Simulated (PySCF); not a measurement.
Spectra and structures to be paired. The calculation used PySCF 2.14.0, density-fitted response routines, TDDFT PBE0/def2-SVPD, vertical, gas phase, core orbitals frozen in the response. Geometries: PBE0-D3(BJ)/def2-SVP; one conformer of each isolated species. Triplets are in the Tamm–Dancoff approximation. Atoms past krypton carry core potentials; spin–orbit coupling is left out. Ions are computed without counter-ions or solvent.

A. `CC(=O)O[Si@@H](F)C1CCC1`
B. `C/C=N/CCC`
C. `C=CC1=CC(F)=C(S)C=C1`
D. `[O]=[Mo-](=[O])(=[O])[Cl]`
E. `CCC[C@@H](C)OCC`

Lowest singlet levels (six at most, fewer where fewer were computed) with oscillator strengths:

1. 4.31 eV (f 0.384); 4.75 eV (f 0.161); 5.28 eV (f 0.000); 5.60 eV (f 0.108); 5.66 eV (f 0.013); 5.76 eV (f 0.117); T1 2.90 eV
2. 6.87 eV (f 0.015); 7.35 eV (f 0.001); 7.48 eV (f 0.008); 7.62 eV (f 0.005); 8.15 eV (f 0.004); 8.15 eV (f 0.002); T1 6.77 eV
3. 4.85 eV (f 0.001 summed over 2 states); 5.17 eV (f 0.000); 5.18 eV (f 0.010); 5.34 eV (f 0.011 summed over 2 states); 5.46 eV (f 0.000); 5.66 eV (f 0.000 summed over 2 states) [of 10 roots; the last level is left out, as the window may have cut its degenerate partner]; T1 4.52 eV
4. 5.15 eV (f 0.001); 7.05 eV (f 0.028); 7.40 eV (f 0.017); 7.52 eV (f 0.335); 7.69 eV (f 0.181); 7.85 eV (f 0.018)
5. 5.84 eV (f 0.000); 6.94 eV (f 0.023); 7.40 eV (f 0.006); 7.59 eV (f 0.029); 7.65 eV (f 0.015); 7.86 eV (f 0.001); T1 5.31 eV

**Question.** Which spectrum belongs to which structure?

**Answer.** 1 = C, 2 = E, 3 = D, 4 = B, 5 = A.
- A: S1 at 5.84 eV, HOMO-1→LUMO (86%), HOMO→LUMO (10%); S1 has the pattern of n→π* at C=O; HOMO -8.14 and LUMO -0.21 eV.
- B: S1 at 5.15 eV, HOMO→LUMO (98%); Löwdin shares by element: HOMO nitrogen 59%, carbon 23% or more, hydrogen 6% or more; LUMO carbon 42% or more, nitrogen 33%, hydrogen 6% or more (atoms not listed hold the other 18%); HOMO -7.17 and LUMO -0.03 eV.
- C: S1 at 4.31 eV, HOMO→LUMO (84%), HOMO→LUMO+1 (10%); Löwdin shares by element: HOMO carbon 37% or more, sulfur 29% (atoms not listed hold the other 34%); LUMO carbon 56% or more (atoms not listed hold the other 44%); HOMO -6.30 and LUMO -1.46 eV.
- D: S1 at 4.85 eV, HOMO→LUMO/LUMO+1 (≥68%), HOMO-2/HOMO-1→LUMO/LUMO+1 (≥25%); for S1 the Löwdin share of molybdenum is at most 3% in HOMO and 56% in LUMO (ligand-to-metal charge transfer by this measure); HOMO -3.83 and LUMO 3.01 eV; point group C3v, 6 of its 9 listed states under f = 0.0005.
- E: S1 at 6.87 eV, HOMO→LUMO (96%); Löwdin shares by element: HOMO oxygen 56%, carbon 23% or more (atoms not listed hold the other 21%); LUMO carbon 30% or more, hydrogen 7% or more (atoms not listed hold the other 63%); HOMO -7.24 and LUMO 0.74 eV.

A slash joins orbitals within 0.01 eV of each other, whose weights are summed (≥ marks a lower bound).
